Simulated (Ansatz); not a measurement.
Cost and result for the atomization energy of CH5GaS2, SMILES `[CH3][GaH][S]S` (9 atoms, 8 bonds).

```xyz
9

C    -0.642    0.885    0.871
Ga   -0.965   -0.273   -0.668
S     0.612   -1.671   -1.380
S     2.154   -1.397   -0.028
H    -1.430    0.747    1.615
H    -0.665    1.931    0.555
H     0.325    0.669    1.323
H    -2.258   -0.383   -1.546
H     2.869   -0.507   -0.741
```

Total charge 0; spin multiplicity 1. Correlated methods include outer-core shells of Ga, which these sets cover unevenly. Scalar relativity is left out up to krypton. The geometry is a stationary point of PBE0-D4/def2-TZVP. It is one conformer, not always the lowest. Program: Ansatz. All runs use 4 threads of an Arm Neoverse V1 on a shared host. Times are those of one run each, without the atoms' runs, and a repeat can differ threefold. Electronic energies, without spin–orbit coupling; frozen cores. CCSD(T)/CBS adds CCSD(T) − MP2 in def2-TZVPP to the MP2 limit, and its time is that of the two runs behind it. T1 = 0.013. With those shells the extrapolation isn't a true limit. B3LYP takes the VWN-RPA correlation (the form of Gaussian; ORCA's B3LYP/G).

CCSD(T)/CBS is a level of theory with its own doubt, some kJ/mol a heavy atom from the limit and from the frozen cores, so smaller differences don't rank the functionals.

```tsv
level	functions	wall time
PBE-D4/def2-TZVPP (with forces)	233	2.5 s
PBE0-D4/def2-TZVPP	233	3.5 s
r2SCAN-D4/def2-TZVPP (with forces)	233	5.5 s
B3LYP-D4/def2-TZVPP (with forces)	233	5.5 s
B2PLYP/def2-TZVPP	233	5.5 s
ωB97X-V/def2-TZVPP	233	8.5 s
ωB97M-V/def2-TZVPP (with forces)	233	13 s
MP2/def2-QZVPP	436	20 s
CCSD(T)/def2-TZVPP	233	120 s
CCSD(T)/CBS(def2)	–	2.3 min
```

(1) What atomization energy does each give, and how far from CCSD(T)/CBS? (Best estimate.)

Results:

(1) Ansatz gave: 
```csv
level,atomization (kcal/mol),difference from CCSD(T)/CBS,per bond
PBE-D4/def2-TZVPP (with forces),664.3,7.2,0.9
PBE0-D4/def2-TZVPP,655.7,-1.4,-0.2
r2SCAN-D4/def2-TZVPP (with forces),659.7,2.6,0.3
B3LYP-D4/def2-TZVPP (with forces),650.4,-6.7,-0.8
B2PLYP/def2-TZVPP,642.9,-14.2,-1.8
ωB97X-V/def2-TZVPP,659.2,2.1,0.3
ωB97M-V/def2-TZVPP (with forces),657.6,0.5,0.1
MP2/def2-QZVPP,655.5,-1.6,-0.2
CCSD(T)/def2-TZVPP,639.1,-18.0,-2.3
CCSD(T)/CBS(def2),657.1,0.0,0.0
```

From PBE to PBE0 (25 % exact exchange), in def2-TZVPP and without D4, the atomization energy moves by −7.8 kcal/mol: exact exchange takes away binding that semilocal exchange gives to molecules. In def2-TZVPP, CCSD(T) changes the Hartree–Fock value by +172.4 kcal/mol (the triples alone add +11.1 kcal/mol) and MP2 by +178.3 kcal/mol; breaking electron pairs costs correlation energy, which Hartree–Fock lacks. The D4 term adds +9.1 kcal/mol with B3LYP and +4.8 kcal/mol with PBE0; it sums over pairs of atoms, weighted by their polarisabilities, and B3LYP, whose exchange is more repulsive, gets the larger term.
